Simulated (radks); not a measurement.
Q: Coherent X-ray form factor from a spherical all-electron density. Method: scalar-relativistic Kohn-Sham, r2SCAN, spin-unpolarised, spherical densities, finite nucleus; meta-GGA in the generalised Kohn-Sham scheme; Fermi nuclear charge, rms radius of each element as measured or else 0.836 A^(1/3) + 0.57 fm; computed with a radial shooting solver on a logarithmic mesh with Libxc functionals.

| sin(theta)/lambda (1/angstrom) | f0 (electrons) |
|---|---|
| 0.05 | 29.803 |
| 0.1 | 29.232 |
| 0.15 | 28.340 |
| 0.2 | 27.206 |
| 0.25 | 25.909 |
| 0.3 | 24.526 |
| 0.4 | 21.715 |
| 0.5 | 19.045 |
| 0.6 | 16.611 |
| 0.8 | 12.577 |
| 1 | 9.721 |
| 1.25 | 7.564 |
| 1.5 | 6.383 |
| 2 | 5.056 |

The species is in the configuration that NIST lists as its ground one. Which atom or ion scatters so?

A: The krypton ion Kr6+, [Ar] 3d10 4s2. Extrapolating in s^2 from the first two rows gives f0(0) = 30.0, near the electron count 30; among species with that count, the fall with angle is slower the higher Z, and the table is that of Z = 36; from so few rows the species is fixed only to a neighbour or two.
